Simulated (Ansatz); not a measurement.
`[SiH3]C1=C(Cl)B1` + `[CH2]1[NH][AlH]1` → `[SiH3][N]1[CH2][AlH]1` + `ClC1=CB1` at 600 K and 1 bar (ligand exchange at the Si–C bond).

Computed with Ansatz on PBE0-D4/def2-TZVP structures; ΔE is electronic, products minus reactants. CCSD(T)/CBS is the MP2 limit (def2-TZVPP, def2-QZVPP) plus CCSD(T) − MP2 in def2-TZVPP, frozen cores.

| species | CCSD(T)/CBS energy (Eh) | H − E (kJ/mol) | S (J/(mol·K)) |
| --- | --- | --- | --- |
| `[SiH3]C1=C(Cl)B1` | -852.09894 | 186.8 | 431.9 |
| `[CH2]1[NH][AlH]1` | -337.12157 | 164.8 | 328.5 |
| `[SiH3][N]1[CH2][AlH]1` | -627.42841 | 224.6 | 415.3 |
| `ClC1=CB1` | -561.81153 | 125.3 | 332.3 |

H − E and S are ideal-gas, rigid-rotor, harmonic terms from PBE0-D4/def2-TZVP. 1 Eh = 2625.50 kJ/mol, R = 8.31446 J/(mol·K).

Problem. By hand: ΔE, ΔH, ΔS and ΔG.

Solution. ΔE = (-627.42841) + (-561.81153) − (-852.09894) − (-337.12157) = -0.01943 Eh = -51.0 kJ/mol. Δ(H − E) = 224.6 + 125.3 − 186.8 − 164.8 = -1.7, so ΔH = -52.7 kJ/mol. ΔS = 415.3 + 332.3 − 431.9 − 328.5 = -12.8 J/(mol·K). ΔG = -52.7 − 600 × (-12.8)/1000 = -45.0 kJ/mol.

Problem. By hand: the equilibrium constant, and the temperature at which ΔG would vanish if ΔH and ΔS stayed fixed.

Solution. log₁₀ K = −ΔG/(RT ln 10) = 3.9. ΔG = 0 at ΔH/ΔS = 4117 K, far beyond where these terms or the molecules hold.

The number of gas molecules stays the same, so ΔS is small and ΔH decides. A doubt of 5 kJ/mol in ΔE shifts log₁₀ K by 0.4 here. Modes under 60 cm⁻¹, often nearly free rotors, make the harmonic entropy too high. These are equilibria of isolated gas molecules and say nothing of rates. Largest T1 diagnostic: 0.015 (customary marks: 0.02 for closed shells, 0.045 for open ones).
